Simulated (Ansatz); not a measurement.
AlSi₃⁺, relaxed as a triplet with UKS PBE0-D4/def2-TZVP in Ansatz, starting from the PBE0-D4/def2-TZVP geometry of the charge +1 singlet. Force threshold 0.02 eV/Å.

At PBE0-D4/def2-TZVP a singlet of charge 1 lies 0.54 eV below the triplet, each at its own geometry. The structure comes from a short search, and lower isomers may exist.

Start:

Cartesian coordinates in Å:
```
Al 0.9349 -0.7911 -1.4399
Si 0.6181 1.2775 -0.2195
Si -0.8738 0.7394 1.3458
Si -0.6792 -1.2258 0.3135
```

**Question.** Estimate the energy that the relaxation releases and the steps that it takes.

**Answer.** 76.5 kJ/mol, in 6 steps; 19 s on 4 threads of Arm Neoverse V1 on a shared host. No frequencies were taken in this run, so the end may be a saddle point.

**Question.** Does the start keep its bonding and symmetry?

**Answer.** Bonds formed: Si2–Si4 (atoms count from 1). Point group C2v at the start, C2v at the end, both within 0.05 Å.

**Question.** Predict the relaxed structure.

**Answer.** 
Cartesian coordinates in Å:
```
Al 1.0587 -0.8959 -1.6306
Si 0.5035 1.0477 -0.1760
Si -1.0039 0.8495 1.5462
Si -0.5584 -1.0014 0.2604
```
Bond lengths: 3 × Si–Si 2.30 to 2.35 Å; 2 × Al–Si 2.49 Å.
